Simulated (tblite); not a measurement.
C₅H₄ClF₃O.
Atom-mapped SMILES: `[CH2:1]=[CH:2][O:3]/[C:4](=[CH:5]\[Cl:6])[C:7]([F:8])([F:9])[F:10]` (hydrogens: H11, H12 on C1; H13 on C2; H14 on C5)

Computed with GFN2-xTB (tblite), gas phase: nudged elastic band of 9 images (0 to 8), spring 0.2 eV/Å², climbing image at the end, force threshold 0.05 eV/Å. No saddle search or frequency run followed, so the top image need not be a first-order saddle, and its height can exceed the method's true barrier by a kcal/mol or more.

Path: rotation about C4–C7 (vinylic carbon bearing oxygen, CF3 carbon), followed by the dihedral O3–C4–C7–F10. Start geometry (image 0):
```
atom  x, y, z in Å
C1      1.708   -1.072    0.411
C2      1.330   -0.813   -0.827
O3      0.400    0.117   -1.226
C4     -0.493    0.607   -0.331
C5     -0.700    1.913   -0.138
Cl6     0.242    3.106   -0.900
C7     -1.393   -0.380    0.395
F8     -2.683   -0.019    0.303
F9     -1.130   -0.449    1.713
F10    -1.300   -1.617   -0.088
H11     1.291   -0.571    1.267
H12     2.465   -1.809    0.599
H13     1.755   -1.288   -1.698
H14    -1.492    2.274    0.498
```

The converged band, energies from image 0, some withheld:

| image | dihedral (°) | O3–C4 (Å) | C4–C7 (Å) | C7–F10 (Å) | O3–C4–C7 (°) | C4–C7–F10 (°) | E (kJ/mol) |
| --- | --- | --- | --- | --- | --- | --- | --- |
| 0 | -8 | 1.356 | 1.521 | 1.332 | 118.0 | 112.8 | 0.0 |
| 1 | 6 | 1.355 | 1.521 | 1.331 | 118.9 | 114.0 | 1.3 |
| 2 | 22 | 1.356 | 1.521 | 1.331 | 119.2 | 114.9 | 4.1 |
| 3 | 38 | 1.358 | 1.521 | 1.333 | 118.8 | 115.5 | 6.4 |
| 4 | 55 | 1.359 | 1.521 | 1.337 | 118.0 | 115.6 | ? |
| 5 | 70 | 1.359 | 1.521 | 1.340 | 117.6 | 115.4 | 6.7 |
| 6 | 85 | 1.358 | 1.521 | 1.343 | 117.6 | 114.9 | ? |
| 7 | 99 | 1.356 | 1.521 | 1.345 | 117.9 | 113.9 | 1.5 |
| 8 | 113 | 1.356 | 1.521 | 1.346 | 118.1 | 112.7 | ? |

**Question.** Estimate the withheld energies, and name the highest image.

**Answer.** image 4: 7.4 kJ/mol; image 6: 4.4 kJ/mol; image 8: 0.0 kJ/mol. The highest is image 4.

**Question.** Between which neighbours does the energy rise most, and fall most?

**Answer.** It rises most from image 1 to 2 (+2.8 kJ/mol) and falls most from image 6 to 7 (-2.9 kJ/mol).

**Question.** Give the height of the top above the start in other units, and in kT at 298.15 K.

**Answer.** 0.0765 eV = 1.76 kcal/mol = 7.4 kJ/mol = 617 cm⁻¹, or 3.0 kT.

**Question.** What forces remain on the atoms at the highest image?

**Answer.** 
```
atom  x, y, z in Å  |  force x, y, z in eV/Å
C1      1.788   -1.144    0.231    0.000   0.009   0.013
C2      1.272   -0.815   -0.937   -0.003  -0.015   0.004
O3      0.322    0.147   -1.183   -0.030  -0.039  -0.008
C4     -0.478    0.620   -0.192   -0.006   0.011  -0.008
C5     -0.610    1.928    0.050    0.004   0.012  -0.004
Cl6     0.347    3.090   -0.741    0.027   0.013   0.021
C7     -1.461   -0.343    0.455   -0.009   0.001  -0.023
F8     -2.386   -0.732   -0.437   -0.032  -0.013   0.006
F9     -2.121    0.238    1.468   -0.003  -0.027  -0.010
F10    -0.928   -1.465    0.949    0.012   0.016  -0.011
H11     1.475   -0.681    1.151    0.005   0.001   0.025
H12     2.532   -1.913    0.300    0.026   0.032  -0.017
H13     1.587   -1.244   -1.876   -0.005  -0.019  -0.001
H14    -1.340    2.316    0.742    0.013   0.018   0.011
```

The largest is 0.050 eV/Å, against the threshold of 0.05 eV/Å on the band's forces.

The cost below is that of the whole band run. On one thread of an INTEL XEON PLATINUM 8581C at 2.10 GHz, shared host with 64 logical CPUs at a one-minute load of 20, this took 4.0 s of wall time and 0.19 GiB of memory at its peak.
